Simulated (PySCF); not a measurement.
C2H7AlO, charge -1, multiplicity 2. Atoms are numbered in the order given.

```xyz
11

Al     0.2928    -0.2256    -0.2711
C     -1.4923    -1.1378    -0.1209
H     -1.4214    -2.2009     0.1684
H     -2.0868    -1.0913    -1.0515
H     -2.0881    -0.6319     0.6676
C      0.0544     1.7004    -0.8326
H      0.9987     2.2723    -0.8750
H     -0.6017     2.2178    -0.1006
H     -0.4258     1.8029    -1.8235
O      1.0591    -0.3447     1.3572
H      1.9739    -0.0544     1.4024
```
Charge -1, spin multiplicity 2.

Geometry: r2SCAN-D4/def2-SVPD. The multiplicity is an assumed one; no other spin state was optimised. The isomer is the one that the SMILES or the coordinates give; other isomers of the formula were not compared. Other conformers were not sampled.

Level of theory: PBE0/def2-SVPD run with PySCF.

Mulliken values depend strongly on the basis, most of all with diffuse functions as here. ESP charges are fitted to the potential on shells at 1.4 to 2.0 van der Waals radii. Atomic charges (e):

| atom | ESP fit | Mulliken | meta-Löwdin | Mulliken spin |
|---|---|---|---|---|
| Al1 | -0.82 | 0.48 | 0.35 | 0.97 |
| C2 | [?] | -0.10 | -0.62 | -0.04 |
| H3 | [?] | -0.10 | 0.08 | -0.01 |
| H4 | [?] | -0.06 | 0.08 | -0.01 |
| H5 | [?] | -0.06 | 0.07 | 0.02 |
| C6 | [?] | -0.11 | -0.63 | -0.02 |
| H7 | [?] | -0.09 | 0.08 | -0.01 |
| H8 | [?] | -0.06 | 0.07 | 0.02 |
| H9 | [?] | -0.07 | 0.08 | -0.01 |
| O10 | [?] | -0.97 | -0.84 | 0.10 |
| H11 | 0.28 | 0.13 | 0.29 | -0.02 |

Task: Fill in the missing entries. (An estimate is asked for; the answer gives what the named calculation found.)

Result: 
- C2, ESP fit: 0.57
- H3, ESP fit: -0.19
- H4, ESP fit: -0.22
- H5, ESP fit: -0.11
- C6, ESP fit: 0.65
- H7, ESP fit: -0.24
- H8, ESP fit: -0.13
- H9, ESP fit: -0.25
- O10, ESP fit: -0.53
